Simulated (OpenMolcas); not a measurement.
**Computed transition rates of Cr II**

```
Program             : OpenMolcas
Method              : MS-CASPT2, IPEA 0.25 Eh, imaginary shift 0.1 Eh (closed shells correlated: 3s 3p)
Basis               : ANO-RCC-VTZP [6s5p3d2f1g]
Scalar Hamiltonian  : DKH2, point nucleus
Active space        : 5 electrons in 6 orbitals (3d 4s)
State averaging     : 2S+1 = 6 even, 6 roots; 2S+1 = 4 even, 57 roots; 2S+1 = 2 even, 88 roots
Spin-orbit coupling : RASSI with atomic mean-field integrals over the reference wave functions, term energies averaged over their components
```

Rates come from the transition moments of the reference wave functions (E1 and E2 in the length form). At fixed line strength A goes as λ^-3 for E1 and M1 and as λ^-5 for E2, so a rate at the computed wavelength can be rescaled to the measured one. Measured vacuum wavelengths follow from level energies in NIST Handbook of Basic Atomic Spectroscopic Data. Branching counts decays inside the model space alone, at computed energies, and the table is only a selection of the E2 and M1 lines, drawn from those between levels with measured partners whose computed energy lies within a factor of 1.5 of the measured one.

| Upper | Lower | Type | λ computed (nm) | λ measured (nm) | A computed (s-1) | A rescaled (s-1) | Branching % |
| --- | --- | --- | --- | --- | --- | --- | --- |
| 3d5 4P 5/2 | 3d5 6S 5/2 | M1 | 435.4 | 458.2 | 2.14e-01 |  | 97.7 |
| 3d5 4P 3/2 | 3d5 6S 5/2 | M1 | 435.7 | 458.2 | 1.37e-01 |  | 95.4 |
| 3d4 4s 6D 9/2 | 3d5 6S 5/2 | E2 | 820 | 800.2 | 5.30e-02 | 5.99e-02 | 99.5 |
| 3d4 4s 6D 7/2 | 3d5 6S 5/2 | E2 | 834.1 | 812.8 | 4.87e-02 | 5.54e-02 | 99.5 |
| 3d4 4s 6D 5/2 | 3d5 6S 5/2 | E2 | 845.6 | 823.2 | 4.55e-02 | 5.20e-02 | 99.8 |
| 3d4 4s 6D 3/2 | 3d5 6S 5/2 | E2 | 854.3 | 831.1 | 4.32e-02 | 4.96e-02 | 99.9 |
| 3d4 4s 6D 1/2 | 3d5 6S 5/2 | E2 | 859.6 | 836 | 4.19e-02 | 4.82e-02 | 100.0 |
| 3d5 4P 1/2 | 3d4 4s 6D 3/2 | M1 | 888.7 | 1021 | 4.12e-03 |  | 50.7 |
| 3d4 4s 4D 1/2(1) | 3d4 4s 6D 1/2 | M1 | 1725 | 1322 | 9.95e-04 |  | 90.7 |
| 3d4 4s 4D 7/2(1) | 3d4 4s 6D 9/2 | M1 | 1744 | 1328 | 7.73e-04 |  | 55.2 |
| 3d4 4s 4D 3/2(1) | 3d4 4s 6D 3/2 | M1 | 1716 | 1316 | 6.62e-04 |  | 63.1 |
| 3d4 4s 4D 5/2(1) | 3d4 4s 6D 5/2 | M1 | 1702 | 1307 | 4.50e-04 |  | 38.4 |
| 3d4 4s 4D 3/2(1) | 3d4 4s 6D 1/2 | M1 | 1695 | 1304 | 3.10e-04 |  | 29.5 |
| 3d4 4s 4D 5/2(1) | 3d4 4s 6D 3/2 | M1 | 1668 | 1288 | 2.55e-04 |  | 21.7 |

Spin-changing lines and M1 lines between different terms are not rescaled, since their strength hangs on the term gaps too.

The largest correction is for 3d4 4s 6D 1/2 → 3d5 6S 5/2 (E2): 4.19e-02 × (859.6 / 836)^5 = 4.82e-02 s-1, a factor of 1.15.

The computed rate and branching of 3d4 4s 6D 1/2 → 3d5 6S 5/2 give the upper level a radiative lifetime of 1.000 / 4.19e-02 s-1 = 2.39e+01 s, counting decays inside the model space alone. The rescaled rate gives about 2.1e+01 s.

The computed order of these levels differs from the measured one in 2 places, and where term gaps are wrong the rates of spin-changing lines can be off by large factors.

These are rates of the free ion; in crystals, glasses and complexes forced electric-dipole and non-radiative decay shorten such lifetimes by orders of magnitude. No measured rate stands beside these. Rescaling mends the energy factor alone: line strengths can still be far off where a level mixes with configurations outside the active space, and weak or spin-changing lines hang on small mixing coefficients that depend on the term gaps too, so rescaling need not improve them.

CASPT2 does not keep the components of a term degenerate, so their means are used; among the terms shown or strongly mixed into the levels shown the widest spread is 150 cm-1 (3d4 4s 4D(1)). Over all roots computed the reference weight is 0.88 to 0.93; the roots of lowest weight are the least certain, and an intruder state may touch them. Blocks of more than 70 roots (2S+1 = 2 even) ran without multistate coupling. A single d shell beside an s shell can misplace configurations of different d count against each other. Measured partners are found by configuration, term and J. A level has none where our copy of the source lacks it or the pairing is in doubt (some pairs that miss far off the trend of their configuration count as doubtful). Only configurations of the active space appear.

A number in round brackets counts repeated terms of one configuration in the order of the reference energies.
